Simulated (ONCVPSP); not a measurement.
**Which change was made? (Ti, ONCV)**

```
Element                 : Ti
Generator               : ONCVPSP 4.0.1
Type                    : optimised norm-conserving Vanderbilt (ONCV)
Functional              : PBE
Relativity              : scalar-relativistic
Frozen core             : [Ne]
Valence charge          : 12
Reference configuration : 3s2 3p6 3d2 4s2
Partial waves           : 3s+4s: rc 1.95 bohr, ncon 4, nbas 7, qcut 6 1/bohr, 2 projectors; 3p: rc 1.15 bohr, ncon 4, nbas 9, qcut 8 1/bohr, 1 projector; 3d: rc 2.50 bohr, ncon 4, nbas 8, qcut 6.3 1/bohr, 1 projector
Local potential         : polynomial inside 0.85 bohr (lpopt 5, dvloc0 4 Ha)
Core correction         : none
```

Cutoffs, loose and tight: the cutoffs (Ha) at which the residual kinetic energy of the hardest occupied pseudo-wave falls to 1 and 0.1 mHa per electron. They do not see the model core or the augmentation charge, which bear on the density cutoff. Test errors are all-electron minus pseudo excitation energies from the reference, over the configurations 3s2 3p6 3d2 4s1; 3s2 3p6 3d2 4s0; 3s2 3p6 3d1 4s0; 3s2 3p6 3d1 4s2; variants that change the core or the reference have their own tests.

The base gives: outcome: generated; cutoff, loose: 19 Ha; cutoff, tight: 35 Ha; bound ghosts: none; GHOST(+) flags above zero: none; largest test error (meV): +231.

(1) After one change the result is: outcome: generated; cutoff, loose: 29 Ha; cutoff, tight: 168 Ha; bound ghosts: none; GHOST(+) flags above zero: s; largest test error (meV): +154. Which change was it?
A. all radii scaled by about 0.86 (s 1.68, p 1.00, d 2.16 bohr); local potential polynomial inside 0.74 bohr (lpopt 5, dvloc0 4 Ha)
B. all radii scaled by about 0.77 (s 1.50, p 0.88, d 1.94 bohr); local potential polynomial inside 0.66 bohr (lpopt 5, dvloc0 4 Ha)
C. all radii scaled by about 1.18 (s 2.30, p 1.36, d 2.94 bohr); local potential polynomial inside 1.00 bohr (lpopt 5, dvloc0 4 Ha)

Results:

(1) A. The others give: all radii scaled by about 0.77 (s 1.50, p 0.88, d 1.94 bohr); local potential polynomial inside 0.66 bohr (lpopt 5, dvloc0 4 Ha) → outcome: generated; cutoff, loose: 36 Ha; cutoff, tight: 195 Ha; bound ghosts: none; GHOST(+) flags above zero: s; largest test error (meV): +111 | all radii scaled by about 1.18 (s 2.30, p 1.36, d 2.94 bohr); local potential polynomial inside 1.00 bohr (lpopt 5, dvloc0 4 Ha) → outcome: generated; cutoff, loose: 20 Ha; cutoff, tight: 24 Ha; bound ghosts: none; GHOST(+) flags above zero: none; largest test error (meV): +354.
